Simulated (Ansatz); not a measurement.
Consider the ligand exchange at the Sn–S bond: `[SH][Sn]([Cl])([Cl])[Cl]` + `CCNC` → `CC[N](C)[Sn]([Cl])([Cl])[Cl]` + H₂S.

Program: Ansatz. Geometries: PBE0-D4/def2-TZVP. ΔE: electronic, gas phase. CBS: MP2 limit from def2 TZ/QZ plus the TZ coupled-cluster correction, frozen cores. This one scheme is used for every species. DFT in def2-TZVPP. B3LYP here is the variant with VWN-RPA as its local correlation; programs differ in this. Elements past krypton have def2 core potentials. For Sn outer-core shells are correlated without core-valence functions, which leaves a few kJ/mol of doubt a bond. One conformer a species, not always the lowest.

| level | ΔE (kJ/mol) |
| --- | --- |
| B3LYP | 70.8 |
| MP2/def2-TZVPP | 41.5 |

(1) What does CCSD(T)/CBS give? (An estimate is asked.)

Largest T1 diagnostic among the species: 0.011.

Results:

(1) The calculation gave: +45.2 kJ/mol. The listed levels differ from it by 25.6, -3.7 kJ/mol.

Leaving LDA and LC-ωPBE aside and taking each functional with its dispersion term where it has one, the values, not all of them listed here, spread over 8.9 kJ/mol, from BLYP-D4 to HSE06-D4. LDA lies −16.9 kJ/mol from PBE without D4. From r2SCAN to r2SCAN0 (25 % exact exchange), in def2-TZVPP and without D4, ΔE moves by +4.2 kJ/mol.
